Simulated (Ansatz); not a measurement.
H4O3SSn, SMILES [OH][Sn]([OH])([OH])[SH].

The structure is a stationary point at PBE-D3(BJ)/def2-SVP. The structure was generated by enumeration; whether it is a known compound was not checked. The def2 effective core potentials stand for the cores of Sn; spin–orbit coupling is left out. The values are those of a single conformer.

Two levels are set side by side: PBE/def2-SVPD (Ansatz, an electronic-structure program) and PBE0/def2-SVPD (Ansatz). Energy differences of separate SCF runs at the same geometry; the states with an electron removed or added have multiplicity 2 and 2. Differences are taken from unrounded values.

| quantity | PBE |
|---|---|
| vertical ionisation energy (eV) | 9.77 |
| vertical electron affinity (eV) | 0.86 |
| vertical singlet–triplet gap (eV) | 3.73 |

Question: These are the PBE values. What does PBE0 give? (An estimate is asked for; the answer gives what the named calculation found.)

Answer: 
| quantity | PBE0 | PBE minus PBE0 |
|---|---|---|
| vertical ionisation energy (eV) | 10.26 | -0.49 |
| vertical electron affinity (eV) | 0.71 | 0.15 |
| vertical singlet–triplet gap (eV) | 4.22 | -0.49 |
